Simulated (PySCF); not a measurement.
A structure optimised at B3LYP-D3(BJ)/def2-SVP, used in a PySCF frequency run:

```xyz
14

C     -0.5787    -1.3852     0.0000
C      0.0854     0.0248     0.0000
C     -0.3153     0.7908    -1.2742
C     -0.3153     0.7908     1.2742
O      1.4289    -0.2613     0.0000
H     -1.6714    -1.2528     0.0000
H     -0.2825    -1.9496     0.8951
H     -0.2825    -1.9496    -0.8951
H     -1.4020     0.9667    -1.3089
H      0.1922     1.7674    -1.3010
H     -0.0157     0.2234    -2.1675
H     -0.0157     0.2234     2.1675
H     -1.4020     0.9667     1.3089
H      0.1922     1.7674     1.3010
```
Charge 0, spin multiplicity 2.

Question: Write its SMILES, formula and point group.

Answer: CC(C)(C)[O], C₄H₉O, Cs

Question: What are its rotational constants (standard atomic weights)?

Answer: 4.9269, 4.9196, 4.4428 GHz
